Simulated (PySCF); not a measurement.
**MMg anions for M along group 14**

PBE0 with double-zeta basis sets in PySCF, for the lowest determinant that a PBE0 search found; no spin–orbit coupling. De refers to high-spin ground-configuration atoms (the charge goes to the atom of lower measured ionisation energy or higher electron affinity, which is not always the lowest computed limit). A positive dipole points towards Mg; it is taken about the centre of mass and depends on that origin.

```json
{"M": "C", "basis": "def2-SVPD", "charged atom": "C−", "state (unpaired electrons)": "quartet (σ ↑, π ↑↑)", "Re (Å)": "2.208", "ωe (cm⁻¹)": "425", "De (eV)": "n/a", "μ (D)": "-0.88"}
{"M": "Si", "basis": "aug-pcseg-1", "charged atom": "Si−", "state (unpaired electrons)": "quartet (σ ↑, π ↑↑)", "Re (Å)": "2.720", "ωe (cm⁻¹)": "236", "De (eV)": "0.98", "μ (D)": "-0.16"}
{"M": "Ge", "basis": "aug-cc-pVDZ/aug-cc-pVDZ-PP", "charged atom": "Ge−", "state (unpaired electrons)": "quartet (σ ↑, π ↑↑)", "Re (Å)": "2.738", "ωe (cm⁻¹)": "201", "De (eV)": "1.00", "μ (D)": "-3.53"}
{"M": "Sn", "basis": "aug-cc-pVDZ/aug-cc-pVDZ-PP", "charged atom": "Sn−", "state (unpaired electrons)": "quartet (σ ↑, π ↑↑)", "Re (Å)": "2.931", "ωe (cm⁻¹)": "174", "De (eV)": "0.87", "μ (D)": "-4.18"}
{"M": "Pb", "basis": "aug-cc-pVDZ/aug-cc-pVDZ-PP", "charged atom": "Pb−", "state (unpaired electrons)": "quartet (σ ↑, π ↑↑)", "Re (Å)": "2.987", "ωe (cm⁻¹)": "161", "De (eV)": "0.85", "μ (D)": "-5.27"}
```

Problem. By what factor does the well depth vary along the series?

Solution. At PBE0 it runs from 0.85 eV (MgPb⁻) to 1.00 eV (MgGe⁻), a factor of 1.18.

The rows differ in basis set, which adds steps of its own.

Down a group the atoms grow and get heavier, so bonds lengthen and wavenumbers fall; this series shows no clear exception.

These are scalar-relativistic numbers at best; spin–orbit coupling would shift them, the dissociation energy most. For an ion De counts to the pair picked by the measured ionisation energies or electron affinities, which need not be the lowest pair at this level. The highest Kohn–Sham level is positive in some of these anions. Much of that is self-interaction error, but it also means that the finite basis helps to hold the extra electron. States were picked by a PBE0 search and need not be the measured ground states.
